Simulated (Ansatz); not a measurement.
A made-up structure of H2TeSe, closed shell:

```
atom    x (Å)    y (Å)    z (Å)
 Se1   0.1692  -1.0264   0.8626
 Te2   0.8547   1.1684  -0.2567
  H3  -0.7016  -1.6293   0.8961
  H4  -0.3223   1.4873  -1.5020
```

It is relaxed with PBE-D4/def2-SVP and then PBE0-D4/def2-TZVP (Ansatz 0.2.0). Atoms count as bonded within 1.22 times the sum of their covalent radii (H–H: 0.88 Å). The end point is not checked to be a true minimum.

Problem. Does its bonding change? (A judgement: the text doesn't fix the answer.)

Solution. The calculation gives: No: no bond forms or breaks.

Where it ends: The first stage lowers the energy by 5.12 eV in 12 steps. It ends as H₂TeSe ([SeH][TeH]):
```xyz
4
angstrom
Se 0.4783 -1.1866 0.4983
Te 0.4997 1.2742 0.0092
H -0.8915 -1.2291 1.0344
H -0.0865 1.1415 -1.5419
```

Labels in which every atom is bracketed show which atoms are joined, not bond orders.

For scale, one of the runs: PBE0-D4/def2-TZVP relaxation, 110 basis functions, launched by `ansatz run in.yaml --threads 2 --pin off --events-out ev --progress --plain --max-ram 4352MiB`. The run took about 18 s on 2 CPU threads of an Arm Neoverse V1 (shared host).
